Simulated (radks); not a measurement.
Spherical quantum dot in the effective-mass picture: electrons in a well V = -V0 / (1 + exp((r - R)/a)) with V0 = 55.2, R = 1.59, a = 0.066, all in effective atomic units (hartree* = m*/eps^2 hartree, bohr* = eps/m* bohr), one dielectric constant everywhere. Calculated with a radial shooting solver with Libxc functionals: non-relativistic Kohn-Sham, LDA (Slater exchange, Perdew-Wang correlation), spin-polarised, spherical densities. Levels are named by radial order and angular momentum (1s, 1p, 1d, 2s, ...), and open shells are averaged over m. Results are scaled to m* = 0.214 and eps = 12, for which hartree* = 40.44 meV and bohr* = 2.967 nm. Each electron was tried in the lowest free levels, single moves between levels near the top were tried too, and the lowest total energy was kept; such a search can miss a lower state. At N = 1 the Hartree and exchange-correlation terms need not cancel, so that row can carry a self-interaction error.

\begin{tabular}{lrrrrrrr}
N & open shells & 2S & E (meV) & mu = E(N) - E(N-1) (meV) & addition energy mu(N+1) - mu(N) (meV) & e(HOMO) (meV) & rms radius (nm) \\ \hline
1 & 1s(up 1, down 0) & 1 & -2151.14 & -2151.1 & 41.98 & -2135.3 & 2.532 \\
2 & none & 0 & -4260.30 & -2109.2 & 109.1 & -2092.8 & 2.586 \\
3 & 1p(up 1, down 0) & 1 & -6260.34 & -2000.0 & 32.34 & -1984.1 & 2.742 \\
4 & 1p(up 2, down 0) & 2 & -8228.05 & -1967.7 & 33.26 & -1951.2 & 2.825 \\
5 & 1p(up 3, down 0) & 3 & -10162.5 & -1934.4 & 43.28 & -1917.7 & 2.881 \\
6 & 1p(up 3, down 1) & 2 & -12053.7 & -1891.2 & 31.83 & -1875.4 & 2.925 \\
7 & 1p(up 3, down 2) & 1 & -13913.0 & -1859.3 & 32.60 & -1843.1 & 2.959 \\
8 & none & 0 & -15739.7 & -1826.7 & 123.8 & -1810.3 & 2.989 \\
9 & 1d(up 1, down 0) & 1 & -17442.7 & -1703.0 & 31.18 & -1687.4 & 3.035 \\
10 & 1d(up 2, down 0) & 2 & -19114.5 & -1671.8 & 31.37 & -1656.1 & 3.073 \\
11 & 1d(up 3, down 0) & 3 & -20754.9 & -1640.4 & 31.48 & -1624.7 & 3.105 \\
12 & 1d(up 4, down 0) & 4 & -22363.8 & -1608.9 & 31.55 & -1593.2 & 3.133 \\
13 & 1d(up 5, down 0) & 5 & -23941.2 & -1577.4 & 40.56 & -1561.6 & 3.157 \\
14 & 1d(up 5, down 1) & 4 & -25478.0 & -1536.8 & 30.73 & -1521.5 & 3.179 \\
15 & 1d(up 5, down 2) & 3 & -26984.1 & -1506.1 & 30.91 & -1490.7 & 3.199 \\
16 & 1d(up 5, down 3) & 2 & -28459.3 & -1475.2 & 31.02 & -1459.7 & 3.218 \\
17 & 1d(up 5, down 4) & 1 & -29903.4 & -1444.2 & 31.09 & -1428.6 & 3.235 \\
18 & none & 0 & -31316.5 & -1413.1 & 124.5 & -1397.5 & 3.250 \\
19 & 2s(up 1, down 0) & 1 & -32605.2 & -1288.6 & 45.39 & -1269.2 & 3.239 \\
20 & none & 0 & -33848.4 & -1243.2 & 30.54 & -1223.7 & 3.228 \\
21 & 2s(up 1, down 0) 1f(up 2, down 0) & 3 & -35061.1 & -1212.7 & 29.93 & -1197.9 & 3.278 \\
22 & 2s(up 1, down 0) 1f(up 3, down 0) & 4 & -36243.9 & -1182.8 & 30.17 & -1167.7 & 3.296 \\
23 & 2s(up 1, down 0) 1f(up 4, down 0) & 5 & -37396.5 & -1152.6 & 30.18 & -1137.5 & 3.312 \\
24 & 2s(up 1, down 0) 1f(up 5, down 0) & 6 & -38518.9 & -1122.4 & 30.19 & -1107.3 & 3.328 \\
25 & 2s(up 1, down 0) 1f(up 6, down 0) & 7 & -39611.1 & -1092.2 & 30.19 & -1077.1 & 3.342 \\
26 & 2s(up 1, down 0) 1f(up 7, down 0) & 8 & -40673.2 & -1062.0 & 38.91 & -1045.6 & 3.356 \\
27 & 2s(up 1, down 0) 1f(up 7, down 1) & 7 & -41696.3 & -1023.1 & 29.71 & -1008.3 & 3.368 \\
28 & 2s(up 1, down 0) 1f(up 7, down 2) & 6 & -42689.7 & -993.41 & 29.76 & -978.54 & 3.381 \\
29 & 2s(up 1, down 0) 1f(up 7, down 3) & 5 & -43653.4 & -963.65 & 29.79 & -948.76 & 3.392 \\
30 & 2s(up 1, down 0) 1f(up 7, down 4) & 4 & -44587.2 & -933.86 & 28.11 & -917.11 & 3.403 \\
31 & 1f(up 7, down 6) & 1 & -45493.0 & -905.75 & - & -891.25 & 3.434 \\
\end{tabular}

All shells are closed at N = 2, 8, 18, 20 (there: 1s2 1p6 1d10 2s2); the second difference of the energy has clear peaks (12 % above both neighbours; the first and last values, which can be the largest, are not judged, and half-filled shells can peak too) at N = 2, 5, 8, 13, 18, 26.
